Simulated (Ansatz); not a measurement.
Ga₉N₉H₂₄⁺, a nanocrystal cut from wurtzite GaN (hydrogen-capped). Charge 1, multiplicity 2. Geometry PBE-D4/def2-SVP, that of the neutral singlet; atoms count from 1.

```xyz
42

Ga   -0.8593   -2.5966   -2.8664
N    -1.2974   -3.3901   -1.0249
N    -0.1787   -0.8048   -2.2747
Ga   -1.6132    0.2768   -1.4546
Ga   -0.9536   -2.2814    0.6046
N    -1.9241   -0.5883    0.3213
N    -0.8358    2.0356   -1.0051
Ga   -2.2182    3.2736   -0.2436
Ga   -1.6143    0.5765    1.8822
N    -2.6041    2.2743    1.5071
Ga    1.5055   -0.9737   -1.2575
N     0.9391   -1.7373    0.5018
N     2.1100    0.8545   -0.8190
Ga    0.8096    2.0325    0.0871
Ga    1.3507   -0.6133    2.0691
N     0.3010    1.0227    1.7364
Ga    3.8709    0.8330    0.1414
N     3.2705   -0.0837    1.8767
H    -2.2565   -2.4354   -3.5969
H     0.3342   -3.4753   -3.4280
H    -2.2891   -3.6705   -1.0248
H    -0.7845   -4.2788   -0.9288
H     0.0678   -0.3291   -3.1588
H    -2.9458    0.3447   -2.2974
H    -1.3538   -3.0745    1.9107
H    -2.9275   -0.8303    0.3438
H    -0.5798    2.4737   -1.9057
H    -3.5583    3.1785   -1.0845
H    -1.5455    4.6405    0.1933
H    -2.0590   -0.0303    3.2712
H    -3.6150    2.0779    1.5476
H    -2.4426    2.9253    2.2896
H     2.5999   -1.8784   -1.9463
H     1.4890   -2.6027    0.6222
H     2.3257    1.3084   -1.7224
H     1.3619    3.4671    0.4445
H     1.1012   -1.2979    3.4706
H     0.5050    1.6551    2.5266
H     4.8595   -0.1920   -0.5543
H     4.2797    2.3047    0.5646
H     3.8549   -0.9212    2.0153
H     3.5197    0.5304    2.6660
```

Single mean-field runs in def2-SVP are fitted with def2-universal-jkfit.

(1) Estimate the Mulliken populations of the heavy atoms from the PBE0/def2-SVP orbitals of Ansatz.

(2) Where does the spin sit?

(3) And the Mayer bond orders between heavy atoms (over 0.3)?

Results:

(1) 
| atom | charge (e) | spin (α − β) |
| --- | --- | --- |
| Ga1 | 0.43 | 0.00 |
| N2 | -0.49 | 0.00 |
| N3 | -0.69 | 0.16 |
| Ga4 | 0.61 | -0.02 |
| Ga5 | 0.61 | 0.00 |
| N6 | -0.75 | 0.01 |
| N7 | -0.69 | 0.16 |
| Ga8 | 0.43 | 0.00 |
| Ga9 | 0.61 | 0.00 |
| N10 | -0.49 | 0.00 |
| Ga11 | 0.60 | -0.02 |
| N12 | -0.75 | 0.01 |
| N13 | -0.69 | 0.19 |
| Ga14 | 0.60 | -0.02 |
| Ga15 | 0.61 | 0.00 |
| N16 | -0.75 | 0.01 |
| Ga17 | 0.41 | 0.00 |
| N18 | -0.48 | 0.03 |
Mulliken values depend strongly on the basis.

(2) Summed by element: Ga -0.06, N 0.59, H 0.47, of 1 unpaired in all. Largest on single atoms: N13 0.19, N7 0.16, N3 0.16.

(3) Ga1–N2 0.60 (2.05 Å); Ga1–N3 0.59 (2.01 Å); N2–Ga5 0.65 (2.00 Å); N3–Ga4 0.66 (1.97 Å); N3–Ga11 0.61 (1.97 Å); Ga4–N6 0.66 (2.00 Å); Ga4–N7 0.66 (1.97 Å); Ga5–N6 0.66 (1.97 Å); Ga5–N12 0.66 (1.97 Å); N6–Ga9 0.66 (1.97 Å); N7–Ga8 0.59 (2.01 Å); N7–Ga14 0.61 (1.97 Å); Ga8–N10 0.60 (2.05 Å); Ga9–N10 0.65 (2.00 Å); Ga9–N16 0.66 (1.97 Å); Ga11–N12 0.65 (2.00 Å); Ga11–N13 0.65 (1.97 Å); N12–Ga15 0.67 (1.97 Å); N13–Ga14 0.65 (1.97 Å); N13–Ga17 0.54 (2.01 Å); Ga14–N16 0.65 (2.00 Å); Ga15–N16 0.67 (1.97 Å); Ga15–N18 0.65 (2.00 Å); Ga17–N18 0.59 (2.05 Å).
